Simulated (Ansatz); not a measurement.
```xyz
14

N     2.416    0.913   -0.427
Si    0.829    1.471   -0.708
O    -0.360    0.339   -0.614
Si   -0.709   -1.003    0.241
N    -2.403   -1.158    0.137
O    -0.241   -0.911    1.812
H     2.728    0.691    0.504
H     2.911    0.375   -1.119
H     0.773    2.009   -2.086
H     0.542    2.508    0.313
H     0.083   -2.141   -0.276
H    -2.879   -1.973    0.486
H    -2.890   -0.746   -0.642
H    -0.800   -0.374    2.379
```

The species carries charge 0 and has multiplicity 1.

**Question.** List the PBE0/def2-TZVPP orbital energies in eV (the Gaussian-basis code of Ansatz). (An estimate is asked.)

**Answer.** Computed: Occupied: -1803.19, -1802.89, -522.50, -522.33, -390.76, -390.73, -145.32, -145.09, -100.02, -100.00, -99.96, -99.77, -99.75, -99.73, -28.15, -27.46, -23.76, -23.67, -16.22, -15.00, -13.83, -13.79, -13.44, -12.45, -11.50, -11.05, -10.55, -10.21, -9.60, -9.14, -8.56, -7.69, -7.60. Lowest empty: 0.73, 0.94, 1.51, 1.59, 2.26, 2.65, 2.81, 2.83.
